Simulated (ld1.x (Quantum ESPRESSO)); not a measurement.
Pseudopotential generation for platinum (Pt): TM semilocal, PBE, scalar-relativistic.

```json
{
  "Element": "Pt (Z = 78)",
  "Generator": "ld1.x (Quantum ESPRESSO) 7.5",
  "Type": "norm-conserving Troullier–Martins (semilocal form)",
  "Functional": "PBE",
  "Relativity": "scalar-relativistic",
  "Frozen core": "[Xe] 4f14",
  "Valence charge": "10",
  "Reference configuration": "5d9 6s1 6p0",
  "Partial waves": "6p (bound, empty): rc 2.50 bohr; 5d (bound): rc 1.30 bohr; 6s (bound): rc 2.50 bohr",
  "Local potential": "the s channel",
  "Core correction": "none"
}
```

All-electron outer shells of the reference configuration (PBE, scalar-relativistic, ld1.x):

```csv
shell,level (eV),outermost node (bohr),outermost maximum (bohr)
4f,-70.08,–,0.38
5p,-56.02,0.53,0.98
5d,-6.14,0.57,1.26
6s,-5.66,1.14,2.38
6p,-0.84,1.36,3.69
```

Question: Does the generator finish with these settings?

Answer: Yes, a potential is produced and its reference levels are reproduced.

Question: Estimate the cutoffs (Ry, on a coarse ladder) from which the occupation-weighted sum of valence levels, in a spherical-Bessel basis at the reference potential, stays within 10 and 1 mRy of its value at 400 Ry.

Answer: 45 Ry and 80 Ry.

Question: Which valence shell sets the plane-wave cutoff?

Answer: 5d: its level needs 45 Ry to come within 1 mRy, against 18 Ry for 6s.

Question: Tests: 5d9 6s0 6p0; 5d8 6s0 6p0; 5d7 6s0 6p0; 5d10 6s0 6p0; 5d8 6s1 6p0; 5d8 6s1 6p1; 5d9 6s0 6p1. Which has the largest error in its energy relative to the reference configuration, and how large is it?

Answer: 5d8 6s0 6p0, with +27 meV (all-electron minus pseudo) on +29.16 eV.
